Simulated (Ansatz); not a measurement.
Species: C₄H₄N, net charge -1, singlet state. It need not be the lowest isomer of its formula. Whether it binds its extra electron was not tested at this geometry. 
Structure (B3LYP-D3(BJ)/def2-TZVP (Ansatz, a first-principles code) minimum search):
```
C
C 1 1.3630
H 2 1.0829 1 120.71
H 2 1.0839 3 117.53 1 180.00
H 1 1.0918 2 115.67 3 0.00
C 1 1.4177 5 113.21 2 180.00
H 6 1.0823 1 119.10 5 0.00
C 6 1.3908 7 116.80 1 180.00
N 8 1.1706 7 152.57 6 180.00
```
Charge -1, spin multiplicity 1.

Basis-set convergence of Hartree-Fock and MP2 correlation energies (hartree) with Ansatz. Correlated levels leave the core frozen unless marked. No spin-orbit coupling. Non-relativistic. This anion needs diffuse functions, which these sets lack.

```tsv
basis	functions	E(HF)	E(corr, MP2)
cc-pVDZ	-	-208.21754	-0.68762
cc-pVTZ	206	___	___
```

**Question.** Fill in the missing entries.

**Answer.** 
- cc-pVTZ, E(HF): -208.27798
- cc-pVTZ, E(corr, MP2): -0.84216
